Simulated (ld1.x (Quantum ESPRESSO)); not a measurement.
## Logarithmic derivatives: Ta, TM

Ta (Z = 73), norm-conserving Troullier–Martins (Kleinman–Bylander form), made with ld1.x (Quantum ESPRESSO) 7.5 (LDA (PZ), fully relativistic). Core [Kr] 4d10 4f14 5s2, reference 5p6 5d3 6s0.5 6p0 (charge +1.5). Waves: 6s (bound): rc 2.70 bohr; 5p (bound): rc 1.85 bohr; 5d (bound): rc 2.40 bohr. Local part: all-electron potential smoothed inside 2.70 bohr (lloc = -1). Core correction: a·sin(br)/r model core inside 0.85 bohr.

Open shells are filled in proportion to 2j + 1 (rel_dist='average').

The phase is arctan(r·u′/u) with u = r·R(r), unwrapped; energies in Ry, scanned from -6 to 5 Ry. A pole is an energy at which the radial function vanishes at the test radius. The pseudo phase is shifted by a multiple of π to meet the all-electron one at the reference energy, and phase errors are pseudo minus all-electron; the curves can meet again beyond the range given. Levels narrower than the energy grid can be missing from the lists of poles.

```json
{"channel": "s", "radius (bohr)": "2.94", "reference energy (Ry)": "-1.12", "poles, all-electron": "0.54", "poles, pseudo": "-0.46, 0.76", "unbroken range about the reference energy with phases within 0.05 rad": "below -0.6", "phase error 1 Ry above the reference energy (rad)": "-3.076"}
{"channel": "p1/2", "radius (bohr)": "2.94", "reference energy (Ry)": "-4.21", "poles, all-electron": "-4.18, 1.58", "poles, pseudo": "-4.18, 1.91", "unbroken range about the reference energy with phases within 0.05 rad": "below -1.2", "phase error 1 Ry above the reference energy (rad)": "+0.002"}
{"channel": "p3/2", "radius (bohr)": "2.94", "reference energy (Ry)": "-3.56", "poles, all-electron": "-3.51, 2.05", "poles, pseudo": "-3.51, 2.29", "unbroken range about the reference energy with phases within 0.05 rad": "below -0.9", "phase error 1 Ry above the reference energy (rad)": "+0.002"}
{"channel": "d3/2", "radius (bohr)": "2.94", "reference energy (Ry)": "-1.10", "poles, all-electron": "-0.71, 4.27", "poles, pseudo": "-0.71, 4.69", "unbroken range about the reference energy with phases within 0.05 rad": "below 0.8", "phase error 1 Ry above the reference energy (rad)": "+0.006"}
{"channel": "d5/2", "radius (bohr)": "2.94", "reference energy (Ry)": "-1.05", "poles, all-electron": "-0.63, 4.40", "poles, pseudo": "-0.62, 4.80", "unbroken range about the reference energy with phases within 0.05 rad": "below 0.9", "phase error 1 Ry above the reference energy (rad)": "+0.005"}
```

Note: ghost state, extra bound levels that the all-electron valence spectrum of the same l lacks: s at -6.2 eV. A true bound ghost makes a file unfit for plane-wave use.

Phases in the s channel:

| E (Ry) | all-electron | pseudo |
| --- | --- | --- |
| -6.00 | 1.419 | 1.406 |
| -5.48 | 1.400 | 1.395 |
| -4.96 | 1.385 | 1.381 |
| -4.44 | 1.367 | 1.363 |
| -3.92 | 1.343 | 1.340 |
| -3.40 | 1.310 | 1.306 |
| -2.88 | 1.259 | 1.254 |
| -2.36 | 1.166 | 1.158 |
| -1.84 | 0.942 | 0.929 |
| -1.32 | 0.067 | 0.060 |
| -0.80 | -1.100 | -1.117 |
| -0.28 | -1.407 | -4.416 |
| 0.24 | -1.527 | -4.633 |
| 0.76 | -1.598 | -4.713 |
| 1.28 | -1.654 | -4.770 |
| 1.80 | -1.710 | -4.824 |
| 2.32 | -1.781 | -4.891 |
| 2.84 | -1.899 | -5.000 |
| 3.36 | -2.184 | -5.282 |
| 3.88 | -3.202 | -6.518 |
| 4.40 | -4.167 | -7.442 |
| 4.92 | -4.434 | -7.655 |
